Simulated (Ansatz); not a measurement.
Mulliken charges of CH₄O₂Sn (`O=[CH][SnH2][OH]`) from r2SCAN/def2-TZVPP in Ansatz (PBE0-D4/def2-TZVP geometry).

```
atom   x (Å)   y (Å)   z (Å)  charge (e)
  O1  -1.118  -0.241  -1.690      -0.257
  C2  -0.443   0.628  -1.214       0.055
 Sn3   0.540   0.187   0.715       0.781
  O4  -0.114  -1.641   0.990      -0.577
  H5  -0.335   1.603  -1.743       0.037
  H6  -0.007   1.156   2.010      -0.119
  H7   2.245   0.144   0.629      -0.119
  H8  -0.676  -1.892   0.249       0.200
```

Problem. By hand: the dipole of these point charges (1 e Å = 4.8032 D).

Solution. Σ q r = (0.337, 0.716, 0.026) e Å, of length 0.792 e Å = 3.80 D.

Problem. How does the dipole of the full density compare? (An estimate is asked.)

Solution. Ansatz gave: (0.178, 0.560, -0.118) e Å, 2.88 D; the point charges give 1.32 times that, at 15° from its direction.

Point charges leave out the atoms' own dipoles, such as those of lone pairs, and Mulliken's split depends on the basis, so the two needn't agree.
